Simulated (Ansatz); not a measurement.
## From C to Ge: the atomisation energy (no zero-point term)

One atom is swapped for its congeners: CH6GeS `C[S][GeH3]`; GeSiH6S `[SiH3][S][GeH3]`; Ge2H6S (digermathiane) `[GeH3][S][GeH3]`. All are singlets with charge 0.

Shapes, held fixed at every level: PBE0-D4/def2-TZVP. Programs: Ansatz 0.2.0. Values in eV.

| level | CH6GeS | Ge2H6S |
| --- | --- | --- |
| r2SCAN-D4/def2-TZVPP | 29.04 | 24.85 |
| PBE0-D4/def2-TZVPP | 28.85 | 24.41 |
| wB97X-V/def2-TZVPP | 29.15 | 25.06 |
| MP2/def2-TZVPP | 28.33 | 24.13 |
| CCSD(T)/def2-SVP | 27.23 | 23.07 |
| CCSD/def2-TZVPP | 28.06 | 24.17 |
| CCSD(T)/def2-TZVPP | 28.42 | 24.47 |

Estimate the column for GeSiH6S from its neighbours.

The mean of the neighbours at CCSD(T)/def2-TZVPP is 26.45 eV, against 25.59 from the run: the member lies nearer Ge. All rows: r2SCAN-D4/def2-TZVPP 26.12; PBE0-D4/def2-TZVPP 25.71; wB97X-V/def2-TZVPP 26.38; MP2/def2-TZVPP 25.33; CCSD(T)/def2-SVP 24.20; CCSD/def2-TZVPP 25.31; CCSD(T)/def2-TZVPP 25.59 eV. At CCSD(T)/def2-TZVPP the atomisation energy falls at every step, from 28.42 to 24.47 eV. Every level shows the same order. Relativity is left out for Ge unless named. Correlated rows may include outer-core shells of Ge, which these sets cover unevenly. Spin-orbit coupling, which grows down the group, is left out (summed over each molecule's free atoms 0.15, 0.16, 0.26 eV).
